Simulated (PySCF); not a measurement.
**HfO(OH)2: double against triple zeta**

Base calculation in PySCF with density fitting and no spin–orbit coupling, PBE0/def2-SVP (scalar-relativistic core potentials): singlet, Cs, Hf–O 1.769 Å, Hf–O 1.960 Å (×2), O–H 0.959 Å (×2); H–O–Hf 136.4° (×2), O–Hf–O 109.6° (×2), O–Hf–O 113.9°; wavenumbers 117, 177, 196, 379, 405, 498, 525, 668, 676, 925, 3969, 3972 cm⁻¹; dipole moment 3.50 D, gap between the highest occupied and lowest empty levels 5.31 eV, polar-tensor charge of Hf 2.21 e, atomisation energy (no zero-point energy) 2598 kJ/mol.

Question: What changes on going to PBE0/def2-TZVP (scalar-relativistic core potentials)?

Answer: The point group stays the same. Changes: mean bond to Hf 0.000 Å, highest wavenumber -14 cm⁻¹, lowest wavenumber -6 cm⁻¹, dipole moment -0.02 D, gap between the highest occupied and lowest empty levels -0.02 eV, polar-tensor charge of Hf +0.08 e, atomisation energy (no zero-point energy) +6 kJ/mol. The new structure has Hf–O 1.766 Å, Hf–O 1.962 Å (×2), O–H 0.956 Å (×2); H–O–Hf 134.1° (×2), O–Hf–O 111.7° (×2), O–Hf–O 114.2°, with wavenumbers 111, 177, 201, 402, 416, 496, 519, 651, 657, 923, 3956, 3958 cm⁻¹. The geometry is nearly converged in the smaller basis.

Spin–orbit coupling can matter for HfO(OH)₂ and is left out. The structures come from searches over a few start shapes, so lower isomers are not excluded.
